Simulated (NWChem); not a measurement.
A series in which one site is exchanged, each optimised at PBE0/def2-SVP with NWChem, gas phase unless a solvent is named. Low-valent species are run as closed-shell singlets; no triplet was tried in these runs. Some are not confirmed as minima by frequencies. def2 effective core potentials on Sn, I; no spin-orbit coupling.

A: [Cl][Sn][I] (SnICl; site = Cl)
B: [Br][Sn][I] (SnIBr; site = Br)
C: [I][Sn][I] (SnI$_{2}$; site = I)
D: [I][Sn][F] (SnIF; site = F)

Values for A:

- dipole (D), PBE0/def2-SVP = 3.05
- orbital gap (eV), PBE0/def2-SVP = 4.19
- static polarisability, B3LYP/def2-SVPD (bohr³) = 97.2
- lowest singlet excitation, B3LYP/def2-SVPD, TDA (eV) = 2.91

Question: How do these values change for the other members?

Answer: 
```csv
change from A,B,C,D
"dipole (D), PBE0/def2-SVP",-0.12,-0.30,+0.24
"orbital gap (eV), PBE0/def2-SVP",-0.11,-0.32,+0.24
"static polarisability, B3LYP/def2-SVPD (bohr³)",+9.8,+26.9,-17.0
"lowest singlet excitation, B3LYP/def2-SVPD, TDA (eV)",-0.07,-0.24,+0.16
```
